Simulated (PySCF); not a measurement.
# Dipole response of N (nitrogen, neutral)

[He] 2s2 2p3, high-spin 4S determinant. Calculation: PySCF 2.14, in x2c-TZVPPall with one added diffuse shell each of s, p, d type (6s4p3d1f, 40 functions); the spin-free X2C one-electron Hamiltonian (Gaussian nucleus). Coupled (time-dependent) response in atomic units; α is the mean over directions.

| method | mean α (bohr³) | C₆ (like pair) | S(−4) |
| --- | --- | --- | --- |
| UHF | 7.141 | 23.19 | 27.81 |
| PBE | 8.158 | 28.17 | 35.75 |
| PBE0 | 7.697 | 26.08 | 30.65 |
| TPSSh | 7.845 | 26.95 | 31.66 |
| B3LYP | 7.739 | 26.27 | 30.87 |

S(−4) is the Cauchy moment in α(ω) = α(0) + S(−4) ω² + …

Reference α: 7.4 ± 0.2 bohr³ (recommended; Schwerdtfeger and Nagle, table of static dipole polarizabilities (2023 update)). Published C₆: 24.20 (Chu and Dalgarno (2004); Tang, Norbeck and Certain (1976)).

α(iu) at PBE0:

```json
{"u (hartree)": "0", "α(iu) (bohr³)": "7.697"}
{"u (hartree)": "0.0500", "α(iu) (bohr³)": "7.621"}
{"u (hartree)": "0.100", "α(iu) (bohr³)": "7.407"}
{"u (hartree)": "0.200", "α(iu) (bohr³)": "6.696"}
{"u (hartree)": "0.300", "α(iu) (bohr³)": "5.844"}
{"u (hartree)": "0.500", "α(iu) (bohr³)": "4.310"}
{"u (hartree)": "0.750", "α(iu) (bohr³)": "2.990"}
{"u (hartree)": "1.00", "α(iu) (bohr³)": "2.164"}
{"u (hartree)": "1.50", "α(iu) (bohr³)": "1.273"}
{"u (hartree)": "2.00", "α(iu) (bohr³)": "0.8339"}
{"u (hartree)": "3.00", "α(iu) (bohr³)": "0.4346"}
{"u (hartree)": "5.00", "α(iu) (bohr³)": "0.1780"}
```

A single London oscillator, α(iu) = α/(1 + u²/ω²), gives C₆ = (3/4) ω α². Matching the computed C₆ needs ω = 4 × 26.08 / (3 × 7.697²) = 0.587 hartree.
